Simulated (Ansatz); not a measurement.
Born–Oppenheimer molecular dynamics of Cl$_{2}$FH$_{2}$O$_{2}$Ta (8 atoms, charge 0, multiplicity 1). It starts from a relaxed structure.

Computed with Ansatz 0.2.0, RKS B3LYP/def2-SVP.

```yaml
ensemble: NVT, Nosé–Hoover chain
time_step: 0.5 fs
steps_asked: 100
set_temperature: 1000 K
thermostat: time constant 100 fs, chain length 3 (defaults)
temperature_schedule: 25 steps to 1000 K, then 75 steps to 2000 K
seed: 214115
```

First frame:

```xyz
8
Properties=species:S:1:pos:R:3
Ta -0.055 0.022 0.002
O 1.830 -0.119 0.055
H 2.439 -0.294 0.784
Cl -0.038 -0.058 2.398
F -0.001 -0.064 -1.884
Cl -1.004 2.139 -0.030
O -1.205 -1.479 0.030
H -1.490 -2.055 0.752
```

Problem. How far do the bonds stretch over the last three quarters of this one trajectory? (Pairs bonded in most of those frames.)

Solution. 
```json
{"bond": "Ta1–O2", "mean (Å)": "1.899", "spread (Å)": "0.018", "shortest": "1.86", "longest": "1.92"}
{"bond": "Ta1–Cl4", "mean (Å)": "2.395", "spread (Å)": "0.008", "shortest": "2.39", "longest": "2.41"}
{"bond": "Ta1–F5", "mean (Å)": "1.956", "spread (Å)": "0.096", "shortest": "1.76", "longest": "2.06"}
{"bond": "Ta1–Cl6", "mean (Å)": "2.305", "spread (Å)": "0.027", "shortest": "2.28", "longest": "2.36"}
{"bond": "Ta1–O7", "mean (Å)": "1.876", "spread (Å)": "0.053", "shortest": "1.81", "longest": "1.96"}
{"bond": "O2–H3", "mean (Å)": "0.979", "spread (Å)": "0.049", "shortest": "0.90", "longest": "1.04"}
{"bond": "O7–H8", "mean (Å)": "0.967", "spread (Å)": "0.012", "shortest": "0.95", "longest": "0.99"}
```

Mean temperature of the second half: 473 K. The conserved energy stayed within 0.64 meV per atom of its start (net change 0.52 meV per atom), so the integration is sound. The schedule's set-point averaged 1667 K over the second half and the system 473 K, so it lags behind the ramp. A run of 0.05 ps of so small a system gives no equilibrium averages.

The run took 6.6 min on 2 threads of Arm Neoverse V2 (shared host), peak memory 0.31 GiB.
